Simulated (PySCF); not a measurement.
Ionisation energy of Ca⁺ by level of theory

Ca⁺ [Ar] 4s1 (2S) → Ca²⁺ [Ar] (1S), as a difference of total energies. Calculation: PySCF 2.14, in x2c-SVPall (5s3p2d, 24 functions); the spin-free X2C one-electron Hamiltonian (Gaussian nucleus). The calculations carry no spin-orbit coupling.

| method | ionisation energy (eV) |
| --- | --- |
| UHF | 11.308 |
| r2SCAN | 11.664 |
| M06-2X | 11.773 |

For comparison: 11.872 eV (measured; NIST Atomic Spectra Database, ionization energies).
